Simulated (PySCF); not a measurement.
C4H6ClF, SMILES F[C@H](Cl)C1CC1. Coordinates come from a PBE-D3(BJ)/def2-SVP optimisation. The structure was generated by enumeration; whether it is a known compound was not checked. Other conformers were not sampled.

Computed equilibrium geometry at PBE-D3(BJ)/def2-SVP (PySCF confirms it by a frequency run) as Cartesian coordinates in Å (one conformer of several):
```xyz
12

F      0.3881     1.4068     0.5251
C      0.5336     0.0428     0.5409
Cl     1.7231    -0.4299    -0.7477
C     -0.7858    -0.6411     0.3131
C     -2.0566     0.0099     0.8156
C     -1.7697    -0.0529    -0.6656
H      1.0099    -0.2453     1.5012
H     -0.7105    -1.7387     0.3711
H     -1.9597     0.9898     1.3072
H     -2.8330    -0.6463     1.2378
H     -1.4755     0.8836    -1.1635
H     -2.3470    -0.7485    -1.2927
```
Charge 0, spin multiplicity 1.
